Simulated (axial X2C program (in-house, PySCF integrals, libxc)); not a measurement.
## Working with the constants of NaMo⁺

A bond curve at the CCSD(T) level, two-component, was computed with an axial X2C code built on PySCF integrals (basis Mo dyall-cv3z [11s12p9d5f3g], Na dyall-cv3z [9s8p5d2f] (cores contracted in-house)) for the state Ω = 3 (⟨Sz⟩ = 3.00, ⟨Lz⟩ = 0.00 at HF). Its fit gives Re = 3.3385 Å, ωe = 114.7 cm⁻¹, ωexe = 0.623 cm⁻¹ and αe = 6.264e-04 cm⁻¹; the masses are 97.9054 and 22.9898 u. Two-component means X2C with spin–orbit coupling and atomic mean-field Coulomb and Gaunt terms.

Correlated methods: 6 electrons correlated (number of frozen shells: Mo 4 s, 3 p, 1 d; Na 2 s, 1 p), 316 virtual spin orbitals or spinors in MP2, 46 natural virtuals in coupled cluster.

(1) Find the reduced mass, Be and the force constant.

(2) Estimate De from a Morse curve and compare with the computed well depth of 0.565 eV to Mo + Na+.

(3) Where do the fundamental and the first overtone lie?

(4) Estimate the centrifugal constant by the Kratzer relation.

(5) A Morse curve ties αe to the other constants (Pekeris). How well does that hold?

The state is a single determinant with fixed occupations, the lowest that a limited PBE0 search found. Dissociation energies refer to the lowest single-determinant-based atoms at the same level and basis. Coupled cluster ran in a truncated set of natural virtual spinors; the MP2 energy of the rest was added. (T) has no such correction and the atoms are truncated less, which lowers De at CCSD(T) by a hundredth of an eV or more. With several unpaired electrons one determinant need not be a pure state. Open-shell Ω = 0 determinants with evenly filled partner blocks cannot be reached by this program, so the Ω shown need not be the lowest component. With the outer-core shells frozen, correlated bond lengths of heavy atoms tend to come out a few hundredths of an ångström too long.

Answers

(1) From the CCSD(T) values: μ = 18.6180 u. Be = 16.8576/(μ Re²) = 0.08124 cm⁻¹. k = 5.8918×10⁻⁷ μ ωe² = 0.144 mdyn/Å.

(2) De(Morse) = ωe²/(4ωexe) = 0.655 eV against 0.565 eV computed, a ratio of 1.16. The extrapolation overshoots: the well softens faster than a Morse curve, or the lowest atomic limit lies below the one to which the curve heads.

(3) ν(1←0) = ωe − 2ωexe = 113.5 cm⁻¹; ν(2←0) = 2ωe − 6ωexe = 225.7 cm⁻¹.

(4) D = 4Be³/ωe² = 1.63e-07 cm⁻¹.

(5) αe(Morse) = 6Be²/ωe × (√(ωexe/Be) − 1) = 6.108e-04 cm⁻¹; the CCSD(T) curve gives 6.264e-04 cm⁻¹, a ratio of 0.98.
